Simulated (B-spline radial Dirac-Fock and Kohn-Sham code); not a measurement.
**Electron momentum distribution of Ni²⁰⁺: Compton profiles**

System: nickel as Ni²⁰⁺ in the configuration [He] 2s2 2p4.

Input of the calculation (task.json; shells as n, l, electrons):

```json
{"items": [{
  "Z": 28,
  "q": 20,
  "cfg": [[1, 0, 2], [2, 0, 2], [2, 1, 4]],
  "A": 58,
  "rrms": 3.7757,
  "do": ["scatter"],
  "s": [0.0, 0.05, 0.1, 0.15, 0.2, 0.25, 0.3, 0.35, 0.4, 0.45, 0.5, 0.6, 0.7, 0.8, 0.9, 1.0, 1.1, 1.2, 1.4, 1.6, 1.8, 2.0, 2.5, 3.0, 3.5, 4.0, 5.0, 6.0],
  "pz": [0, 0.1, 0.14, 0.21, 0.3, 0.44, 0.63, 0.92, 1.3, 1.9, 2.8, 4.0, 5.8, 8.4, 12.0, 18.0, 25.0, 37.0, 53.0, 77.0, 110.0],
  "hv_scatter": [2000, 8047.8, 20000, 30000, 50000, 200000, 500000, 1000000]
}]}
```

Run with: `python xray_run.py task.json out`

These are calculated numbers from a radial atomic solver; the model is the impulse approximation on relativistic Hartree-Fock (Dirac-Fock) wave functions, averaged over the configuration. pz is in atomic units of momentum; subshell profiles are per electron, for a selection of subshells; open shells are spread over both j values by their weights.

```
  pz    J total   J 2s1/2   J 2p1/2   J 2p3/2
   0     0.5009     0.109    0.0551    0.0558
0.44     0.4989     0.108    0.0551    0.0558
0.63     0.4967     0.107    0.0551    0.0558
0.92     0.4921     0.105    0.0551    0.0558
 1.3     0.4835     0.100    0.0551    0.0557
 1.9     0.4648    0.0918    0.0548    0.0555
 2.8     0.4271    0.0755    0.0538    0.0544
   4     0.3660    0.0522    0.0507    0.0512
 5.8     0.2719    0.0245    0.0422    0.0424
 8.4     0.1662   0.00651    0.0267    0.0266
  12    0.08619   0.00268    0.0113    0.0111
  18    0.03475   0.00225   0.00234   0.00222
  25    0.01415   0.00109  0.000427  0.000391
  37   0.003638  0.000255  3.90e-05  3.36e-05
  53  0.0007891  4.82e-05  3.56e-06  2.80e-06
  77  0.0001309  7.17e-06    < 1e-6    < 1e-6
 110  2.140e-05  1.10e-06    < 1e-6    < 1e-6
```

J(0) = 0.5009. The 2s1/2 subshell gives the largest part, 43 %.

Mean momentum ⟨p⟩ by subshell (a.u.): 1s1/2 24.0, 2s1/2 8.44, 2p1/2 11.3, 2p3/2 11.2.
